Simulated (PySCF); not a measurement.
Isomers of C7H12FN, one GFN2-xTB conformer each. Single-point energies are computed at PBE0/pcSseg-1 (PySCF, gas phase, no added dispersion term), electronic only.

Question: Rank them by PBE0/pcSseg-1 energy, lowest first (kcal/mol).
A. `[CH3:1][N:2]([CH3:3])[C@:4]12[CH2:5][C@H:6]([CH2:7]1)[C@@H:8]2[F:9]` with C1–N2–C4–C5 -171°
B. `[CH2:1]=[C:2]([F:3])[C@@H:4]1[CH2:5][C@@H:6]1[N:7]([CH3:8])[CH3:9]` with C1–C2–C4–C5 34°, C5–C6–N7–C8 80°
C. `[H]/[N:9]=[C:8]1/[C@H:3]([CH2:2][CH3:1])[CH2:4][CH2:5][C@@H:6]1[F:7]` with C1–C2–C3–C4 -76°, C2–C3–C4–C5 -94°, C3–C4–C5–C6 -38°, C4–C5–C6–F7 156°, C5–C6–C8–N9 158°

Answer: C (0.0), B (37.7), A (47.0).

As drawn, the lowest has a C=N bond and an N–H bond, which the highest lacks; the highest has a four-membered ring, which the lowest lacks. GFN2-xTB itself gives, in the same order: 0.0, 27.2, 30.9. Both levels put the same isomer lowest; measured from each level's own lowest isomer, the values differ by up to 16.1 kcal/mol (CN(C)[C@]12C[C@H](C1)[C@@H]2F: 30.9 against 47.0).

Q: Which frontier levels, dipoles and rotational constants go with these structures?

A: 
| SMILES | HOMO (eV, PBE0/pcSseg-1) | LUMO (eV) | dipole (D) | A, B, C (MHz) |
| --- | --- | --- | --- | --- |
| [H]/N=C1/[C@H](CC)CC[C@@H]1F | -7.25 | -0.39 | 2.36 | 2728, 1156, 929.7 |
| C=C(F)[C@@H]1C[C@@H]1N(C)C | -6.50 | 0.53 | 2.50 | 2718, 1109, 976.1 |
| CN(C)[C@]12C[C@H](C1)[C@@H]2F | -6.20 | 1.54 | 1.58 | 2491, 1555, 1157 |
